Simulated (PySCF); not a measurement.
A calculated (BLYP, PySCF 2.14, x2c-TZVPPall, scalar relativity by spin-free X2C-1e) atom or ion has these occupied shells.

| shell | electrons | orbital energy (eV) | rms radius, mean of both spins (bohr) |
| --- | --- | --- | --- |
| 1s α | 1 | -1534.5 | 0.139 |
| 1s β | 1 | -1534.4 | 0.139 |
| 2s α | 1 | -130.03 | 0.683 |
| 2s β | 1 | -129.91 | 0.683 |
| 2p α | 3 | -91.724 | 0.676 |
| 2p β | 3 | -91.574 | 0.676 |
| 3p α | 1 | -18.744 | 2.70 |

Name the element and its charge.

Al²⁺ (aluminium, charge +2), in [Ne] 3p1, 2P determinant (an excited configuration).
